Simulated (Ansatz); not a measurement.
Species: sum formula GaO₂H₂ (charge 0, doublet). It need not be the lowest isomer of its formula. 
Coordinates optimised at B3LYP-D3(BJ)/def2-TZVP (Ansatz, a program for electronic structure):
```xyz
5

Ga     0.1855     0.1805     0.2316
O      0.7381    -0.1404    -1.4641
H      1.5997     0.2348    -1.6756
O     -1.4379    -0.5408     0.5901
H     -1.7505    -0.3816     1.4872
```
Charge 0, spin multiplicity 2.

Question: Give the harmonic wavenumbers at B3LYP-D3(BJ)/def2-TZVP (Ansatz, finite differences of forces, unscaled).

Answer: 181, 272, 325, 613, 647, 772, 827, 3831, 3831 cm⁻¹. Zero-point energy 16.2 kcal/mol.

Question: From these and the geometry, give the ideal-gas thermochemistry at 298.15 K and 1 atm (rigid rotor, harmonic oscillator).

Answer: Point group C2v, rotational symmetry number 2. Rotational constants 22.86, 6.03, 4.772 GHz. S(trans) 39.83, S(rot) 22.33, S(vib) 6.41, S(elec, spin only) 1.38, S 69.9 cal/(mol K). H(298) - H(0) 3.55 kcal/mol; G - E(el) -1.1 kcal/mol.
